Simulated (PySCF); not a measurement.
wB97X-V on Xe⁺ (xenon, charge +1), [Kr] 4d10 5s1 5p5 5d1, one real determinant (an excited configuration). Calculation: PySCF 2.14, in aug-cc-pwCVTZ-PP with ECP28MDF (8s7p6d4f1g, 96 functions); scalar relativity through the core potential.

```
cycle= 8 E= -327.971297952723  delta_E= 0.00842  |g|= 0.00915  |ddm|= 1.28
cycle= 9 E= -327.96898729722  delta_E= 0.00231  |g|= 0.0296  |ddm|= 0.42
cycle= 10 E= -327.967633543787  delta_E= 0.00135  |g|= 0.0446  |ddm|= 0.159
cycle= 11 E= -327.968278854779  delta_E= -0.000645  |g|= 0.0369  |ddm|= 0.0695
cycle= 12 E= -327.970063348604  delta_E= -0.00178  |g|= 0.011  |ddm|= 0.278
cycle= 13 E= -327.968966056298  delta_E= 0.0011  |g|= 0.008  |ddm|= 0.64
cycle= 14 E= -327.968962484247  delta_E= 3.57e-06  |g|= 0.0025  |ddm|= 0.154
cycle= 15 E= -327.968749212119  delta_E= 0.000213  |g|= 0.0118  |ddm|= 0.165
cycle= 16 E= -327.968852371097  delta_E= -0.000103  |g|= 0.0064  |ddm|= 0.0895
cycle= 17 E= -327.96889098179  delta_E= -3.86e-05  |g|= 0.0014  |ddm|= 0.104
cycle= 18 E= -327.968892958213  delta_E= -1.98e-06  |g|= 0.000176  |ddm|= 0.028
cycle= 19 E= -327.968892983709  delta_E= -2.55e-08  |g|= 2.92e-06  |ddm|= 0.00477
cycle= 20 E= -327.968892983715  delta_E= -5.8e-12  |g|= 2.51e-07  |ddm|= 0.000144
converged SCF energy = -327.968892983715  <S^2> = 3.7510596  2S+1 = 4.0005298
```

Highest occupied orbital energy: -8.994 eV; ⟨L²⟩ = 5.29; populations by l: s 3.46, p 11.00, d 10.54, f 0.00.

(1) Can this result be used?

## Answers

(1) Not for this state. Self-consistency was reached. ⟨L²⟩ = 5.29 against 12 for a pure F term, so this real determinant mixes terms. Energies and moments cover only the electrons outside the core potential. The outer electron is Rydberg-like, and this basis confines it to a smaller radius and binds it less than a complete one would. The s, p, d and f populations moved away from the nominal configuration during the SCF.
